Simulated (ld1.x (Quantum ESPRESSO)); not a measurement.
**Before and after: TM potential for nickel**

```json
{"Element": "Ni", "Generator": "ld1.x (Quantum ESPRESSO) 7.5", "Type": "norm-conserving Troullier–Martins (Kleinman–Bylander form)", "Functional": "PBE", "Relativity": "scalar-relativistic", "Frozen core": "[Ar]", "Valence charge": "10", "Reference configuration": "3d8 4s2 4p0", "Partial waves": "4p (bound, empty): rc 2.10 bohr; 3d (bound): rc 1.50 bohr; 4s (bound): rc 2.25 bohr", "Local potential": "the s channel", "Core correction": "none"}
```

Change: wave 4s (bound): rc 2.25 bohr becomes 4s (bound): rc 2.64 bohr.

Cutoffs: the cutoffs (Ry, on a coarse ladder) from which the occupation-weighted sum of valence levels, in a spherical-Bessel basis at the reference potential, stays within 10 and 1 mRy of its value at 400 Ry; they do not see the model core or the augmentation charge, which bear on the density cutoff. Errors are all-electron minus pseudo energies relative to the spin-unpolarised reference configuration.

Question: What does the change do?

Answer: The potential gets neither clearly harder nor softer (120 Ry and 200 Ry → 120 Ry and 200 Ry); the d channel sets the loose cutoff, while the largest relative change is in s, which becomes softer; the number of tests with a reliable result goes from 7 to 6; of the 6 tests that both files solve, the error grows in 1 and shrinks in 3 by more than 15 % and 0.3 meV (median size 194.1 → 193.4 meV); neither file shows a bound ghost.

| quantity | base | changed |
| --- | --- | --- |
| cutoff, loose | 120 Ry | 120 Ry |
| cutoff, tight | 200 Ry | 200 Ry |
| loose cutoff by channel (10 mRy a level) | d 100 Ry, s 8 Ry | d 100 Ry, s 6 Ry |
| bound ghosts | none | none |
| tests with a reliable result | 7 of 7 | 6 of 7 |
| error for 3d8 4s0 4p0, meV [ΔE 26.67 eV] | +61 | +50 |
| error for 3d7 4s0 4p0, meV [ΔE 64.14 eV] | -180 | -332 |
| error for 3d7 4s2 4p1, meV [ΔE 10.54 eV] | -325 | -287 |
| error for 3d9 4s1 4p0, meV [ΔE -1.60 eV] | -209 | -181 |
| error for 3d7 4s2 4p0, meV [ΔE 16.12 eV] | -275 | -206 |
| error for 3d8 4s0 4p1, meV [ΔE 15.01 eV] | +19 | +7.5 |
